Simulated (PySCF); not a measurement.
Al(I)(Me)2, SMILES [CH3][Al]([CH3])[I], singlet, B3LYP/def2-SVP optimised geometry.

```
10

Al    -0.27    -0.01     0.00
I      2.25    -0.01     0.00
C     -1.15    -1.75     0.00
H     -0.88    -2.33    -0.90
H     -2.25    -1.67     0.04
H     -0.83    -2.36     0.87
C     -1.15     1.74     0.00
H     -2.24     1.66    -0.07
H     -0.80     2.36    -0.84
H     -0.90     2.30     0.92
```

Density from PySCF with B3LYP/def2-TZVP, def2 effective core potentials past Kr at that geometry. The core electrons that the potentials of I replace are not part of the density.

Minimum of the electron density along straight lines between bonded atoms, close to the bond critical point (lines longer than 1.1 times the sum of covalent radii, or with two minima, are not listed):

```json
[
 {"bond": "Al1–I2", "length / Å": "2.517", "ρ at the minimum / e bohr⁻³": "[?]", "∇²ρ there / e bohr⁻⁵": "[?]", "position (fraction from the first atom)": "0.35"},
 {"bond": "Al1–C3", "length / Å": "1.956", "ρ at the minimum / e bohr⁻³": "0.088", "∇²ρ there / e bohr⁻⁵": "0.24", "position (fraction from the first atom)": "0.41"},
 {"bond": "C3–H4", "length / Å": "1.104", "ρ at the minimum / e bohr⁻³": "0.263", "∇²ρ there / e bohr⁻⁵": "-0.85", "position (fraction from the first atom)": "0.64"},
 {"bond": "C3–H5", "length / Å": "1.103", "ρ at the minimum / e bohr⁻³": "0.265", "∇²ρ there / e bohr⁻⁵": "-0.86", "position (fraction from the first atom)": "0.64"},
 {"bond": "C3–H6", "length / Å": "1.104", "ρ at the minimum / e bohr⁻³": "0.264", "∇²ρ there / e bohr⁻⁵": "-0.85", "position (fraction from the first atom)": "0.64"},
 {"bond": "Al1–C7", "length / Å": "1.956", "ρ at the minimum / e bohr⁻³": "0.088", "∇²ρ there / e bohr⁻⁵": "0.24", "position (fraction from the first atom)": "0.41"},
 {"bond": "C7–H8", "length / Å": "1.103", "ρ at the minimum / e bohr⁻³": "0.265", "∇²ρ there / e bohr⁻⁵": "-0.86", "position (fraction from the first atom)": "0.64"},
 {"bond": "C7–H9", "length / Å": "1.104", "ρ at the minimum / e bohr⁻³": "0.264", "∇²ρ there / e bohr⁻⁵": "-0.85", "position (fraction from the first atom)": "0.64"},
 {"bond": "C7–H10", "length / Å": "1.104", "ρ at the minimum / e bohr⁻³": "0.263", "∇²ρ there / e bohr⁻⁵": "-0.85", "position (fraction from the first atom)": "0.64"}
]
```

Q: Complete the blanks.

A: 
- Al1–I2, ρ at the minimum / e bohr⁻³: 0.054
- Al1–I2, ∇²ρ there / e bohr⁻⁵: 0.08
